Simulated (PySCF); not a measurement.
Electronic absorption of C8H13AlO

Species: C₈H₁₃AlO.
Bonds: C1–O2, O2–C3, O2–Al4, Al4–C5, C5–C6 (aromatic), C6–C7 (aromatic), C7–C8 (aromatic), C8–C9 (aromatic), C9–C10 (aromatic), C5–C10 (aromatic). Hydrogens: H11, H12, H13 on C1; H14, H15, H16 on C3; H17, H18 on Al4; H19 on C6; H20 on C7; H21 on C8; H22 on C9; H23 on C10.

Computed with TDDFT PBE0/def2-SVPD, vertical, gas phase, core orbitals frozen in the response (PySCF 2.14.0, density-fitted response routines). Geometry: PBE0-D3(BJ)/def2-SVP, one conformer, isolated molecule. Torsions of this conformer, `[CH3:1][O+:2]([CH3:3])[AlH2-:4][c:5]1[cH:6][cH:7][cH:8][cH:9][cH:10]1`: C1–O2–Al4–C5 -47°, O2–Al4–C5–C6 105°.

| state | E (eV) | E (kJ/mol) | λ (nm) | f | main configurations (H = HOMO, L = LUMO) |
| --- | --- | --- | --- | --- | --- |
| S1 | 5.29 | 511 | 234.2 | 0.0011 | H-1→L (56%), H→L+1 (41%) |
| S2 | 5.51 | 531 | 225.1 | 0.0072 | H-2→L (90%) |
| S3 | 5.77 | 557 | 214.8 | 0.0026 | H-2→L+1 (90%) |
| S4 | 5.81 | 561 | 213.3 | 0.090 | H→L (72%), H-1→L+1 (17%) |
| S5 | 6.08 | 587 | 203.8 | 0.0032 | H-3→L (86%) |
| S6 | 6.36 | 614 | 194.9 | 0.040 | H→L+2 (85%) |
| S7 | 6.42 | 620 | 193.0 | 0.0031 | H-1→L+2 (86%) |
| S8 | 6.48 | 625 | 191.4 | 0.104 | H→L+1 (32%), H-1→L (24%), H-3→L+1 (14%) |
| S9 | 6.55 | 632 | 189.3 | 0.117 | H-2→L+2 (66%), H-1→L+1 (10%) |
| S10 | 6.59 | 636 | 188.2 | 0.215 | H-1→L+1 (37%), H→L+3 (27%), H-2→L+2 (15%) |

Triplets (Tamm–Dancoff): T1 3.99 eV, H→L (53%), H-1→L+1 (36%); T2 4.62 eV, H-1→L (65%), H→L+1 (28%); T3 4.65 eV, H-1→L+1 (60%), H→L (35%); T4 4.99 eV, H-2→L (88%).

The lowest singlet lies at 5.29 eV (234 nm, ultraviolet) and is very weak; its leading configuration is HOMO-1→LUMO (56%). The most intense listed level is S10 at 6.59 eV (188 nm, f = 0.215), 1.29 eV above S1. It is the last of those listed, so stronger ones may follow. Löwdin shares by element: HOMO carbon 71% or more (atoms not listed hold the other 29%); LUMO carbon 46% or more, aluminium 12% (atoms not listed hold the other 42%). Weighted by f, the mean energy of these states is 6.40 eV. The oscillator strengths of these states sum to 0.583; summed over the whole spectrum of an exact calculation they would give the number of electrons, 82 (Thomas–Reiche–Kuhn). Of the 10 states listed, 5 reach f = 0.01 and none stays under 0.0005. All these states lie below the vertical ionisation energy of 8.60 eV (ΔSCF). Only the lowest 10 singlets were computed, as vertical energies without vibronic structure.
